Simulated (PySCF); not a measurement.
## Radial density of Ca (calcium, neutral)

UHF, [Ar] 4s2, closed-shell 1S. Computed with PySCF 2.14 in 6-31G* (5s4p3d, 32 functions), with the non-relativistic Hamiltonian (point nucleus).

```tsv
r (bohr)	4πr²ρ (e/bohr)
0.00143	0.1274
0.00241	0.3518
0.00406	0.9384
0.00682	2.364
0.0115	5.571
0.0193	11.53
0.0325	19.45
0.0546	23.45
0.0919	18.96
0.155	18.38
0.260	24.61
0.437	12.90
0.735	6.223
1.24	6.793
2.08	1.515
3.50	0.6037
5.89	0.2155
9.90	0.008723
```
